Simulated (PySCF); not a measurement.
Two species compared at the same levels of theory.

First species: C6H9F.
Atom-mapped SMILES: `[CH2:1]=[C:2]([CH3:3])/[CH:4]=[CH:5]\[CH2:6][F:7]` (hydrogens: H8, H9 on C1; H10, H11, H12 on C3; H13 on C4; H14 on C5; H15, H16 on C6)

Second species: C6H9F.
SMILES: `F[C@]12CC[C@H](C1)C2`

Levels: wB97X-D/def2-SVPD for HOMO energy, LUMO energy, HOMO–LUMO gap and static isotropic polarisability; TDDFT wB97X-D/def2-SVPD for lowest singlet excitation; TDA wB97X-D/def2-SVPD for lowest triplet excitation (Tamm–Dancoff); ΔSCF wB97X-D/def2-SVPD for vertical ionisation energy. Geometries: PBE0-D3(BJ)/def2-SVP. All species are isolated and taken at one optimised geometry, non-relativistic unless stated; the electronic structure was computed with PySCF and density fitting.

The conformers computed, where there is a choice (atom-mapped SMILES and torsion angles):
- `[CH2:1]=[C:2]([CH3:3])/[CH:4]=[CH:5]\[CH2:6][F:7]`: C1–C2–C4–C5 180°, C4–C5–C6–F7 169°

The conformers of `F[C@]12CC[C@H](C1)C2` aren't listed.

```json
{"property": "HOMO energy", "column X": "-10.40 eV", "column Y": "-8.45 eV"}
{"property": "LUMO energy", "column X": "2.34 eV", "column Y": "0.75 eV"}
{"property": "HOMO–LUMO gap", "column X": "12.74 eV", "column Y": "9.20 eV"}
{"property": "lowest singlet excitation", "column X": "8.74 eV", "column Y": "5.62 eV"}
{"property": "lowest triplet excitation (Tamm–Dancoff)", "column X": "8.62 eV", "column Y": "3.19 eV"}
{"property": "static isotropic polarisability", "column X": "65.3 au", "column Y": "79.5 au"}
{"property": "vertical ionisation energy", "column X": "10.64 eV", "column Y": "8.61 eV"}
```

Problem. Which column belongs to which species?

Solution. Column X is the second species and column Y the first. The first has 16 atoms and 54 electrons, the second 16 and 54.

Problem. How does each property change from the first species to the second?

Solution. HOMO energy -1.95 eV; LUMO energy +1.59 eV; HOMO–LUMO gap +3.54 eV; lowest singlet excitation +3.12 eV; lowest triplet excitation (Tamm–Dancoff) +5.43 eV; static isotropic polarisability -14.2 au; vertical ionisation energy +2.03 eV.

On the first: The ΔSCF ionisation energy exceeds −ε(HOMO) by 0.16 eV with wB97X-D. In wavenumbers S1 is 45400 cm⁻¹ (1 eV = 8065.54 cm⁻¹).

On the second: The ΔSCF ionisation energy exceeds −ε(HOMO) by 0.24 eV with wB97X-D. The polarisability is 9.67 Å³ as a volume (1 au = 0.148185 Å³), or 1.21 au for each of the 54 electrons.
